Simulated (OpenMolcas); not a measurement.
W3+ (d3) among equal point charges was computed by CASSCF with the d shell active (OpenMolcas, ANO-RCC-VDZP on the metal). Its lowest spin-free states, and all those of the highest spin:

| 2S+1 | Degeneracy | E (cm-1) |
| --- | --- | --- |
| 4 | 1 | 0.0 |
| 4 | 2 | 3539 |
| 2 | 2 | 8392 |
| 4 | 2 | 10993 |
| 2 | 2 | 13064 |
| 2 | 2 | 13747 |
| 4 | 2 | 14049 |
| 2 | 2 | 14270 |
| 2 | 2 | 14921 |
| 2 | 1 | 16616 |
| 4 | 2 | 17010 |
| 2 | 2 | 18186 |
| 4 | 1 | 32895 |

Question: Is the site octahedral, tetrahedral or cube-like, axial, or of lower symmetry?

Answer: The states with 2S+1 = 4 have orbital degeneracies 1, 2, 2, 2, 2, 1. There are pairs but no triples, so the site is axial: not cubic, but with a proper or improper axis of order three or more. The run had W3+ among 2 point charges of -2 e arranged as a linear pair (D∞h), 2.19 Å from the ion.

Spin-orbit coupling mixes the spin-free states strongly: the lowest level takes only 56 % from its leading state, 4Σ. Without dynamic correlation the repulsion within the d shell is too large (B by tens of per cent), so at a given field states of lower spin stand too high. This is an electrostatic model: the charges have no orbitals. No measured value stands beside these numbers.
